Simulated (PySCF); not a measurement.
Spectra and structures to be paired. Computed with TDDFT PBE0/def2-SVPD, vertical, gas phase, core orbitals frozen in the response (PySCF). Geometries: GFN2-xTB; one conformer of each isolated species. Triplets are in the Tamm–Dancoff approximation.

A. `CC(=O)[P@]1(=O)C(C)=C1F` (C5H6FO2P)
B. `[SiH3]CC[SiH2]S[SiH3]` (C2H12SSi3)
C. `ClC(C1C=C[SiH2]C=1)(Cl)Cl` (C5H5Cl3Si)
D. `C=CN1[SiH2]CC[SiH2]1` (C4H11NSi2)
E. `SS` (H2S2)

Lowest singlet levels (six at most, fewer where fewer were computed) with oscillator strengths:

1. 262 nm (f 0.004); 249 nm (f 0.012); 206 nm (f 0.015); 200 nm (f 0.012); 185 nm (f 0.004); 179 nm (f 0.015); T1 4.04 eV
2. 282 nm (f 0.037); 230 nm (f 0.000); 222 nm (f 0.000); 218 nm (f 0.002); 215 nm (f 0.003); 213 nm (f 0.001); T1 2.71 eV
3. 345 nm (f 0.000); 265 nm (f 0.037); 254 nm (f 0.001); 213 nm (f 0.001); 202 nm (f 0.000); 198 nm (f 0.007); T1 3.02 eV
4. 214 nm (f 0.013); 198 nm (f 0.009); 197 nm (f 0.002); 186 nm (f 0.016); 182 nm (f 0.016); 179 nm (f 0.016); T1 5.44 eV
5. 234 nm (f 0.001); 226 nm (f 0.009); 214 nm (f 0.003); 205 nm (f 0.306); 198 nm (f 0.033); 190 nm (f 0.010); T1 4.06 eV

Question: Match each spectrum to its molecule.

Answer: 1 = E, 2 = C, 3 = A, 4 = B, 5 = D.
- A: S1 at 3.59 eV, HOMO→LUMO (95%); Löwdin shares by element: HOMO oxygen 54%, carbon 12% or more, phosphorus 11% (atoms not listed hold the other 23%); LUMO carbon 40% or more, oxygen 28% or more, phosphorus 14% (atoms not listed hold the other 19%); HOMO -7.63 and LUMO -2.17 eV.
- B: S1 at 5.79 eV, HOMO→LUMO (98%); Löwdin shares by element: HOMO sulfur 66%, silicon 17% or more, carbon 5% or more; LUMO silicon 40% or more, sulfur 22%, hydrogen 8% or more (atoms not listed hold the other 30%); HOMO -7.25 and LUMO -0.18 eV.
- C: S1 at 4.40 eV, HOMO→LUMO (98%); Löwdin shares by element: HOMO carbon 86% or more; LUMO carbon 65% or more (atoms not listed hold the other 35%); HOMO -7.29 and LUMO -2.04 eV; point group Cs, 2 of its 6 listed states under f = 0.0005.
- D: S1 at 5.31 eV, HOMO→LUMO (74%), HOMO→LUMO+1 (21%); Löwdin shares by element: HOMO carbon 50% or more, nitrogen 29% (atoms not listed hold the other 21%); LUMO silicon 34%, carbon 16% or more (atoms not listed hold the other 49%); HOMO -6.15 and LUMO 0.25 eV.
- E: S1 at 4.72 eV, HOMO→LUMO (98%); Löwdin shares by element: HOMO sulfur 89%, hydrogen 11%; LUMO sulfur 92%, hydrogen 8%; HOMO -7.53 and LUMO -1.18 eV; point group C2.
